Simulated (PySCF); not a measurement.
Compound: C₇H₅FO₂.
Z-matrix (Å and degrees, PBE0-D3(BJ)/def2-SVP geometry), rows numbered from 1:
```
C 
C   1  1.3381
C   2  1.4641  1  125.98
C   3  1.4354  2  121.52  1     1.06
C   4  1.3507  3  116.80  2  -179.83
F   5  1.3072  4  123.14  3  -179.78
O   5  1.3088  4  125.19  3     0.09
C   7  1.4249  5  122.31  4    -0.17
O   8  1.1932  7  116.89  5  -179.93
C   3  1.3716  2  119.29  1  -178.86
H   1  1.0929  2  122.53  3    -0.01
H   1  1.0922  2  120.81  3   179.86
H   2  1.0945  1  119.05  3  -179.82
H   4  1.0870  3  123.63  2     0.41
H  10  1.0901  3  121.68  2    -0.16
```

All values: B3LYP/def2-SVPD (PySCF, non-relativistic), on one gas-phase PBE0-D3(BJ)/def2-SVP geometry that isn't relaxed in the solvent. The solvent is an IEF-PCM continuum (van der Waals radii × 1.2), and excitations are vertical TDDFT with non-equilibrium linear response and a frozen core. Specific hydrogen bonds and non-electrostatic terms are outside this model.

Gas-phase singlets (H = HOMO, L = LUMO):

| state | E (eV) | λ (nm) | f | leading configuration |
| --- | --- | --- | --- | --- |
| S1 | 3.988 | 311 | 0.124 | H→L 93% |
| S2 | 4.592 | 270 | 0.000 | H-2→L 97% |
| S3 | 5.101 | 243 | 0.239 | H-1→L 75% |
| S4 | 5.755 | 215 | 0.470 | H→L+1 76% |
| S5 | 6.231 | 199 | 0.002 | H→L+2 94% |

Q: How does the list change in chloroform (ε = 4.711)?

A: 
```tsv
state	E (eV)	λ (nm)	f	leading configuration	change by rank (eV)
S1	3.992	311	0.190	H→L 94%	+0.004
S2	4.905	253	0.404	H-1→L 86%	+0.313
S3	4.921	252	0.015	H-2→L 94%	-0.180
S4	5.730	216	0.421	H→L+1 88%	-0.025
S5	6.263	198	0.002	H→L+2 97%	+0.032
```

Q: Give the list for methanol (ε = 32.61), n² = 1.77.

A: 
```csv
state,E (eV),λ (nm),f,leading configuration,change by rank (eV)
S1,4.031,308,0.181,H→L 93%,+0.043
S2,4.893,253,0.408,H-1→L 88%,+0.301
S3,5.045,246,0.000,H-2→L 97%,-0.056
S4,5.777,215,0.394,H→L+1 86%,+0.022
S5,6.258,198,0.001,H→L+2 98%,+0.027
```

Q: The ground-state energy changes by -0.328 eV from gas to methanol. By how much does the total energy of gas-phase S1 change?

A: E(S1) = E(S0) + excitation energy, so it changes by -0.328 + 0.043 = -0.285 eV: it is lowered less than the ground state, which is what a blue shift means. This is the vertical state, with the slow part of the continuum still set for S0.

Q: How do the frontier levels move from gas to methanol?

A: 
| orbital | gas (eV) | solvent (eV) | change (eV) | Löwdin shares, gas | Löwdin shares, solvent |
| --- | --- | --- | --- | --- | --- |
| LUMO+2 | 0.17 | 0.38 | +0.21 | C1 14 %, C5 13 %, C4 11 %, C2 10 % | C5 21 %, C8 15 %, O7 11 %, C4 9 % |
| LUMO+1 | -0.77 | -0.53 | +0.24 | C5 25 %, C4 17 %, C2 10 %, C3 7 % | C5 24 %, C4 18 %, C8 7 %, C2 7 % |
| LUMO | -2.60 | -2.38 | +0.22 | C1 19 %, C3 18 %, C10 14 %, C2 10 % | C3 19 %, C1 17 %, C10 12 %, C8 10 % |
| HOMO | -6.92 | -6.79 | +0.13 | C10 22 %, O9 17 %, C4 16 %, C5 12 % | C10 24 %, O9 16 %, C4 15 %, C5 12 % |
| HOMO-1 | -8.02 | -7.66 | +0.36 | C1 28 %, C2 25 %, C4 13 %, C3 8 % | C1 28 %, C2 26 %, C4 14 %, C3 8 % |
| HOMO-2 | -8.32 | -8.58 | -0.26 | O9 70 %, C8 11 %, O7 8 %, C10 6 % | O9 68 %, C8 11 %, O7 9 %, C10 6 % |
| HOMO-3 | -10.48 | -10.15 | +0.33 | C3 29 %, C2 18 %, C10 12 %, C4 12 % | C2 22 %, C1 21 %, H13 12 %, C3 11 % |

The HOMO–LUMO gap goes from 4.32 to 4.41 eV. Rows go by rank; for HOMO-3 and LUMO+2 the atom shares or the degeneracy differ between the runs, so the row needn't follow one orbital.
